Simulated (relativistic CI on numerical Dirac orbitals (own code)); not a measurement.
**Ti VII: computed level list**

Computed by Dirac-Coulomb-Breit CI, separate exchange-only KLI orbitals for each configuration, QED by a radiative potential, valence Slater integrals scaled by 0.9, P86 correlation estimate, and configurations built on the next ion tied to the tabulated ionisation energy (semi-empirical) (own radial code, finite nucleus).

Configuration list (outside the closed core [Ne]): 3s2.3p4, 3s2.3p3.3d, 3s2.3p3.4s, 3s2.3p3.4p, 3s2.3p3.4d, 3s2.3p3.5s, 3s2.3p3.4f, 3s.3p5, 3p6, 3s2.3p2.3d2, 3s.3p4.3d, 3p4.3d2, 3p5.3d, 3s.3p3.3d2, 3s.3p4.4s, 3s2.3p3.5p, 3s.3p4.4p, 3s2.3p3.5d, 3s2.3p2.3d.4s, 3s2.3p3.5f, 3s2.3p3.5g, 3s.3p4.4d, 3s2.3p2.3d.4p, 3s.3p4.4f. Levels of other configurations are missing.

The lowest level is 3s2.3p4 3P_2, with 95 % of that term; Hund's rules for 3s2.3p4 give 3P with J = 2, in agreement.

```
No.  Configuration  Term  J   E (eV)   %      jj configuration (%)
  1        3s2.3p4    3P  2   0.0000  95              3p3/2^2 (75)
  2        3s2.3p4    3P  1   0.5596  97        3p1/2 3p3/2^3 (97)
  3        3s2.3p4    3P  0   0.7241  95              3p3/2^4 (53)
  4        3s2.3p4    1D  2   2.9595  95        3p1/2 3p3/2^3 (75)
  5        3s2.3p4    1S  0   6.5798  94              3p3/2^2 (52)
  6        3s.3p5‡   3P°  2  24.6373  77           3s 3p3/2^3 (77)
  7        3s.3p5‡   3P°  1  25.1018  77     3s 3p1/2 3p3/2^4 (48)
  8        3s.3p5‡   3P°  0  25.3651  77     3s 3p1/2 3p3/2^4 (77)
  9        3s.3p5‡   1P°  1  30.9364  50           3s 3p3/2^3 (30)
 10    3p3(4S°).3d   5D°  0  31.6473  98  3p1/2 3p3/2^2 3d3/2 (52)
 11    3p3(4S°).3d   5D°  1  31.6521  98  3p1/2 3p3/2^2 3d3/2 (50)
 12    3p3(4S°).3d   5D°  2  31.6607  97  3p1/2 3p3/2^2 3d3/2 (39)
 13    3p3(4S°).3d   5D°  3  31.6742  97  3p1/2 3p3/2^2 3d5/2 (29)
 14    3p3(4S°).3d   5D°  4  31.7003  97  3p1/2 3p3/2^2 3d5/2 (54)
 15    3p3(2D°).3d   3D°  2  34.1249  94          3p3/2 3d5/2 (32)
 16    3p3(2D°).3d   3D°  3  34.1522  96  3p1/2 3p3/2^2 3d5/2 (65)
 17    3p3(2D°).3d   3D°  1  34.2208  97  3p1/2 3p3/2^2 3d5/2 (48)
 18    3p3(2D°).3d   1S°  0  35.0726  97  3p1/2 3p3/2^2 3d5/2 (56)
 19    3p3(2D°).3d   3F°  2  35.2052  95  3p1/2 3p3/2^2 3d3/2 (56)
 20    3p3(2D°).3d   3F°  3  35.3679  96  3p1/2 3p3/2^2 3d3/2 (49)
 21    3p3(2D°).3d   3F°  4  35.5686  97  3p1/2 3p3/2^2 3d5/2 (70)
 22    3p3(2D°).3d   3G°  3  37.5279  96  3p1/2 3p3/2^2 3d3/2 (40)
 23    3p3(2D°).3d   3G°  4  37.5720  96  3p1/2 3p3/2^2 3d3/2 (43)
 24    3p3(2D°).3d   3G°  5  37.6384  98  3p1/2 3p3/2^2 3d5/2 (98)
 25    3p3(2D°).3d   1G°  4  38.3749  96  3p1/2 3p3/2^2 3d3/2 (44)
 26    3p3(2P°).3d   1D°  2  38.9178  95  3p1/2 3p3/2^2 3d3/2 (26)
 27    3p3(2P°).3d   3D°  1  40.4916  97          3p3/2 3d3/2 (37)
 28    3p3(2P°).3d   3P°  0  40.5118  96          3p3/2 3d3/2 (58)
 29    3p3(2P°).3d   3F°  4  40.6429  94        3p3/2^3 3d5/2 (49)
 30    3p3(2P°).3d   3F°  3  40.6775  95  3p1/2 3p3/2^2 3d5/2 (42)
 31    3p3(2P°).3d   3P°  1  40.6779  96          3p3/2 3d5/2 (28)
 32    3p3(2P°).3d   3F°  2  40.7282  60  3p1/2 3p3/2^2 3d3/2 (56)
 33    3p3(2P°).3d   3D°  2  40.8514  60        3p3/2^3 3d3/2 (29)
 34    3p3(2P°).3d   3P°  2  41.1080  95  3p1/2 3p3/2^2 3d5/2 (45)
 35    3p3(2P°).3d   3D°  3  41.2256  94        3p3/2^3 3d5/2 (44)
 36    3p3(2P°).3d   1F°  3  43.8620  95  3p1/2 3p3/2^2 3d5/2 (35)
 37    3p3(2D°).3d   3P°  2  45.7045  77  3p1/2 3p3/2^2 3d5/2 (38)
 38    3p3(2D°).3d   3S°  1  45.8042  58  3p1/2 3p3/2^2 3d3/2 (71)
 39    3p3(2D°).3d   3S°  1  46.0125  38  3p1/2 3p3/2^2 3d5/2 (56)
 40    3p3(2D°).3d   3P°  0  46.2859  76        3p3/2^3 3d3/2 (39)
 41    3p3(2D°).3d   1P°  1  46.3768  32     3s 3p1/2 3p3/2^4 (27)
 42    3p3(4S°).3d   3D°  3  47.7799  96          3p3/2 3d5/2 (44)
 43    3p3(4S°).3d   3D°  2  48.1555  95  3p1/2 3p3/2^2 3d5/2 (50)
 44    3p3(4S°).3d   3D°  1  48.3984  96        3p3/2^3 3d3/2 (28)
 45    3p3(2D°).3d   1D°  2  49.8751  96  3p1/2 3p3/2^2 3d5/2 (46)
```

Energies count from the lowest computed level; ° marks odd parity. Percentages are summed over parent terms; the parents shown are those of the largest component, closed shells are left out there. Filled j subshells are mostly left out of the jj labels. ‡ marks configurations that were not tied to measured data.

The mean weight of the leading LS term, summed over parents, in these 45 levels is 88 %, and that of the leading jj configuration (from the same eigenvectors) 50 %, so LS coupling describes them better.

Configurations that consist of the next ion and one excited electron were tied to the tabulated ionisation energy; Rydberg ones are usually within 1,000 to 3,000 cm⁻¹ and the lowest ones within about 6,000 (9,000 in d shells), while levels on excited terms of the next ion carry the error of that term, and the other configurations can be misplaced by 10,000 cm⁻¹ or more. Rates follow the energies as ν³ (E1, M1) or ν⁵ (E2), so rates, branching and lifetimes can be off by large factors. 28 of the 35 excited levels that our extract of the measured tables holds in this range could be paired (the sources list more); they are missed by 4830 cm⁻¹ on average and 28157 at most, and levels without a partner can miss by more. Some levels of the ground configuration have no partner and can miss by 10 % or more.

Landé's interval rule says that E(J) − E(J−1) = AJ with one A. For the ground term the intervals give A = -1326.5, -2256.7 cm⁻¹ for J = 1, 2; the multiplet is inverted.

LS names give the leading component of a level, which can be under half, so a name can repeat, a term be missing and a line seem to break the LS rules.
